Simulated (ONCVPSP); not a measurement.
# Before and after: ONCV potential for Au (Z = 79)

* Element: gold (Au)
* Generator: ONCVPSP 4.0.1
* Type: optimised norm-conserving Vanderbilt (ONCV)
* Functional: PBE
* Relativity: scalar-relativistic
* Frozen core: [Kr] 4d10 4f14
* Valence charge: 19
* Reference configuration: 5s2 5p6 5d10 6s0.5 6p0.5
* Partial waves: 5s+6s: rc 1.35 bohr, ncon 4, nbas 9, qcut 7.9 1/bohr, 2 projectors; 5p+6p: rc 1.95 bohr, ncon 5, nbas 9, qcut 7.7 1/bohr, 2 projectors; 5d: rc 1.60 bohr, ncon 4, nbas 8, qcut 5.1 1/bohr, 2 projectors, debl 2.7 Ha
* Local potential: polynomial inside 1.15 bohr (lpopt 4, dvloc0 0 Ha)
* Core correction: Teter function, fcfact 2.25, rcfact 1.4

All-electron outer shells of the reference configuration (PBE, scalar-relativistic, ld1.x):

```json
{"shell": "4d", "level (eV)": "-327.06", "outermost node (bohr)": "0.20", "outermost maximum (bohr)": "0.41"}
{"shell": "5s", "level (eV)": "-109.54", "outermost node (bohr)": "0.48", "outermost maximum (bohr)": "0.84"}
{"shell": "4f", "level (eV)": "-82.28", "outermost node (bohr)": "–", "outermost maximum (bohr)": "0.37"}
{"shell": "5p", "level (eV)": "-60.97", "outermost node (bohr)": "0.52", "outermost maximum (bohr)": "0.96"}
{"shell": "5d", "level (eV)": "-8.02", "outermost node (bohr)": "0.56", "outermost maximum (bohr)": "1.21"}
{"shell": "6s", "level (eV)": "-6.63", "outermost node (bohr)": "1.11", "outermost maximum (bohr)": "2.29"}
{"shell": "6p", "level (eV)": "-1.37", "outermost node (bohr)": "1.32", "outermost maximum (bohr)": "3.51"}
```

Change: d: rc 1.2.

Cutoffs: the cutoffs (Ha) at which the residual kinetic energy of the hardest occupied pseudo-wave falls to 1 and 0.1 mHa per electron; they do not see the model core or the augmentation charge, which bear on the density cutoff. Errors are all-electron minus pseudo energies relative to the spin-unpolarised reference configuration.

Problem. Predict the effect on cutoff, ghosts and configuration errors.

Solution. The potential gets softer (73 Ha and 91 Ha → 31 Ha and 82 Ha); the bound ghost in d disappears; of the 3 tests that both files solve, the error grows in 1 and shrinks in 1 by more than 15 % and 0.3 meV (median size 2.6 → 0.6 meV).

| quantity | base | changed |
| --- | --- | --- |
| cutoff, loose | 73 Ha | 31 Ha |
| cutoff, tight | 91 Ha | 82 Ha |
| loose cutoff by channel | s 27 Ha, p 16 Ha, d 73 Ha | s 27 Ha, p 16 Ha, d 31 Ha |
| bound ghosts | d | none |
| GHOST(+) flags under 300 eV | none | none |
| tests with a reliable result | 3 of 4 | 3 of 4 |
| error for 5s2 5p6 5d10 6s1 6p0, meV [ΔE -2.55 eV] | +0.7 | +0.6 |
| error for 5s2 5p6 5d10 6s0 6p0, meV [ΔE 6.86 eV] | -2.6 | -3.0 |
| error for 5s2 5p6 5d9 6s2 6p0, meV [ΔE -0.86 eV] | +11 | -0.5 |
| s: phases at 1.37 bohr within 0.05 rad from the reference energy up to (Ha; the scan ends near 5) | to the end of the scan | to the end of the scan |
| p: phases at 1.98 bohr within 0.05 rad from the reference energy up to (Ha; the scan ends near 5) | to the end of the scan | to the end of the scan |
| rms error of d²Exc/dni dnj with the model core, mHa | 0.94 | 0.85 |

 A true bound ghost makes a file unfit for plane-wave use even where its test errors are small: the radial tests pick states by their node count and pass the ghost by.
